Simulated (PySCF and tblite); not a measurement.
The numbers below are computed, except where a source is named.
C₈H₁₄O, numbered as in [CH3:1][O:2][C@@H:3]1[CH2:4][CH2:5][C:6]2([CH2:7][CH2:8]2)[CH2:9]1.

Free energies: PBE0-D3(BJ)/pcSseg-1 on GFN2-xTB structures plus GFN2-xTB thermal terms, symmetry and mirror images included. Conformers within 3 kcal/mol (GFN2-xTB free energy) were kept, 10 at most. Of two unlike H on one atom, a is the less shielded (PBE0/pcSseg-1). Codes: tblite and PySCF.

An NOE distance is ⟨r⁻⁶⟩^(−1/6) over all pairs of like atoms and, for the average, over conformers.

Torsions listed: C1–O2–C3–C4. The 5-ring runs over atoms 3–4–5–6–9.

```json
{"conformer": "1", "shape": "5-ring between envelope and twist (ring torsions -40, 34, -15, -10, 30°); -80°", "weight %": "43.1"}
{"conformer": "2", "shape": "5-ring envelope (ring torsions -36, 38, -25, 3, 21°); -167°", "weight %": "30.7"}
{"conformer": "3", "shape": "5-ring between envelope and twist (ring torsions 33, -15, -10, 30, -39°); -172°", "weight %": "13.1"}
{"conformer": "4", "shape": "5-ring between envelope and twist (ring torsions 33, -15, -10, 30, -39°); -73°", "weight %": "13.1"}
```

(1) Which H–H contacts under 3.5 Å would NOEs report (pairs on one atom left out) at 298.15 K?

Results:

(1) 
```
       pair  in 1 (Å)  in 2 (Å)  in 3 (Å)  in 4 (Å)  average (Å)
 H3 ··· H9b      2.35      2.35      2.41      2.41         2.37
 H3 ··· H4b      2.37      2.33      2.45      2.45         2.38
H4a ··· H5a      2.44      2.42      2.43      2.42         2.43
H4b ··· H5b      2.45      2.42      2.42      2.40         2.43
H8b ··· H9b      2.46      2.47      2.50      2.50         2.47
H7a ··· H8a      2.52      2.52      2.52      2.52         2.52
H7b ··· H8b      2.52      2.52      2.52      2.52         2.52
H5b ··· H8a      2.49      2.51      2.64      2.64         2.53
  H1 ··· H3      2.64      2.65      2.69      2.68         2.65
H7b ··· H9a      2.71      2.81      2.61      2.62         2.71
H4a ··· H5b      2.68      2.71      3.05      3.05         2.76
H5a ··· H7a      2.91      2.98      2.48      2.49         2.76
 H3 ··· H4a      2.73      2.77      3.04      3.05         2.80
 H3 ··· H9a      2.84      2.93      3.03      3.02         2.91
H4b ··· H5a      3.05      3.04      2.71      2.70         2.93
H5b ··· H7a      2.88      2.85      3.49      3.49         2.97
 H1 ··· H4a      2.66      4.22      4.38      3.34         3.00
H7b ··· H9b      3.09      2.96      3.14      3.14         3.06
H7a ··· H8b      3.10      3.10      3.10      3.10         3.10
H7b ··· H8a      3.10      3.10      3.10      3.10         3.10
H5a ··· H9a      3.10      2.91      3.74      3.74         3.12
 H1 ··· H9a      4.17      2.78      3.16      4.33         3.22
H4a ··· H9a      3.99      3.81      2.79      2.79         3.31
 H3 ··· H5b      4.20      4.14      2.80      2.80         3.37
H5a ··· H8a      3.67      3.71      3.08      3.08         3.44
H4b ··· H9b      3.26      3.53      4.21      4.21         3.48
```

Longer pairs under the limit may be missing.
